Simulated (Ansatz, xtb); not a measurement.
Ranking isomers of C4H9NSi

12 gas-phase structures of C4H9NSi, from a drawn sample of its isomers (lower ones may exist). Each was relaxed with GFN2-xTB:

A. `C=C([SiH3])/C=C/N`, a singlet
B. `C=C/C(N)=C/[SiH3]`, a singlet
C. `C=C/C([SiH3])=C\N`, a singlet
D. `C=C/C(N)=C\[SiH3]`, a singlet
E. `C=C/C([SiH3])=C/N`, a singlet
F. `C=C([SiH3])/C=C\N`, a singlet
G. `C=C/C=C(\N)[SiH3]`, a singlet
H. `C=C(N)/C=C/[SiH3]`, a singlet
I. `C=C(N)/C=C\[SiH3]`, a singlet
J. `N/C=C/C=C/[SiH3]`, a singlet
K. `C=C(N)C(=C)[SiH3]`, a singlet
L. `C=C/C=C(/N)[SiH3]`, a singlet

Problem. Estimate their order in r2SCAN-D4/def2-SVP energy at these geometries, lowest first.

Solution. Calculated order at r2SCAN-D4/def2-SVP: J (0.0), E (5.5), B (6.6), C (6.7), D (9.7), H (13.0), A (15.2), G (19.6), L (20.5), F (24.7), K (25.7), I (28.9) kJ/mol. Less than 1 kcal/mol parts E and B; B and C; C and D; D and H; H and A; G and L; F and K; K and I, so the order within those pairs means little. CCSD(T)/def2-SVP + ΔMP2/def2-TZVPP after further relaxation puts B lowest instead.

Energies above the lowest of each column, in kJ/mol; the last columns are at PBE-D3(BJ)/def2-SVP geometries and were run for some of them only (a dash: not run or not comparable):

```json
{"structure": "J", "GFN2-xTB": "0.0", "HF/STO-3G": "0.0", "r2SCAN-D4/def2-SVP": "0.0", "PBE-D3(BJ)/def2-SVP": "0.0", "CCSD(T)/def2-SVP + ΔMP2/def2-TZVPP": "5.9"}
{"structure": "E", "GFN2-xTB": "6.3", "HF/STO-3G": "13.8", "r2SCAN-D4/def2-SVP": "5.5", "PBE-D3(BJ)/def2-SVP": "5.0", "CCSD(T)/def2-SVP + ΔMP2/def2-TZVPP": "6.9"}
{"structure": "B", "GFN2-xTB": "7.3", "HF/STO-3G": "11.8", "r2SCAN-D4/def2-SVP": "6.6", "PBE-D3(BJ)/def2-SVP": "7.7", "CCSD(T)/def2-SVP + ΔMP2/def2-TZVPP": "0.0"}
{"structure": "C", "GFN2-xTB": "9.0", "HF/STO-3G": "14.7", "r2SCAN-D4/def2-SVP": "6.7", "PBE-D3(BJ)/def2-SVP": "6.8", "CCSD(T)/def2-SVP + ΔMP2/def2-TZVPP": "5.6"}
{"structure": "D", "GFN2-xTB": "7.5", "HF/STO-3G": "12.6", "r2SCAN-D4/def2-SVP": "9.7", "PBE-D3(BJ)/def2-SVP": "12.2", "CCSD(T)/def2-SVP + ΔMP2/def2-TZVPP": "3.9"}
{"structure": "H", "GFN2-xTB": "12.6", "HF/STO-3G": "3.7", "r2SCAN-D4/def2-SVP": "13.0", "PBE-D3(BJ)/def2-SVP": "15.1", "CCSD(T)/def2-SVP + ΔMP2/def2-TZVPP": "4.0"}
{"structure": "A", "GFN2-xTB": "11.0", "HF/STO-3G": "10.1", "r2SCAN-D4/def2-SVP": "15.2", "PBE-D3(BJ)/def2-SVP": "–", "CCSD(T)/def2-SVP + ΔMP2/def2-TZVPP": "–"}
{"structure": "G", "GFN2-xTB": "11.4", "HF/STO-3G": "11.6", "r2SCAN-D4/def2-SVP": "19.6", "PBE-D3(BJ)/def2-SVP": "–", "CCSD(T)/def2-SVP + ΔMP2/def2-TZVPP": "–"}
{"structure": "L", "GFN2-xTB": "6.9", "HF/STO-3G": "10.3", "r2SCAN-D4/def2-SVP": "20.5", "PBE-D3(BJ)/def2-SVP": "–", "CCSD(T)/def2-SVP + ΔMP2/def2-TZVPP": "–"}
{"structure": "F", "GFN2-xTB": "21.1", "HF/STO-3G": "17.9", "r2SCAN-D4/def2-SVP": "24.7", "PBE-D3(BJ)/def2-SVP": "–", "CCSD(T)/def2-SVP + ΔMP2/def2-TZVPP": "–"}
{"structure": "K", "GFN2-xTB": "19.0", "HF/STO-3G": "14.5", "r2SCAN-D4/def2-SVP": "25.7", "PBE-D3(BJ)/def2-SVP": "–", "CCSD(T)/def2-SVP + ΔMP2/def2-TZVPP": "–"}
{"structure": "I", "GFN2-xTB": "19.7", "HF/STO-3G": "15.3", "r2SCAN-D4/def2-SVP": "28.9", "PBE-D3(BJ)/def2-SVP": "–", "CCSD(T)/def2-SVP + ΔMP2/def2-TZVPP": "–"}
```

CCSD(T)/def2-SVP + ΔMP2/def2-TZVPP puts B lowest of those it was run on, with D and H within 1 kcal/mol; GFN2-xTB picks J, HF/STO-3G picks J, r2SCAN-D4/def2-SVP picks J, PBE-D3(BJ)/def2-SVP picks J. CCSD(T)/def2-SVP + ΔMP2/def2-TZVPP orders those it was run on as B (0.0), D (3.9), H (4.0), C (5.6), J (5.9), E (6.9) kJ/mol. Less than 1 kcal/mol parts B and D; D and H; H and C; C and J; J and E, so the order within those pairs means little. Flexible structures stand in one conformer each, not always the lowest. Frequencies (GFN2-xTB) were run for B, C, D, E, H, J alone. ΔMP2 is the change of the MP2 energy from the smaller to the larger basis.

Over these structures GFN2-xTB departs from r2SCAN-D4/def2-SVP by 3.9 kJ/mol on average once a common shift is removed. A GFN2-xTB relaxation took about 0.12 s and the r2SCAN-D4/def2-SVP energy about 2 s on a shared host (Ansatz 0.2.0, xtb 6.7.1).
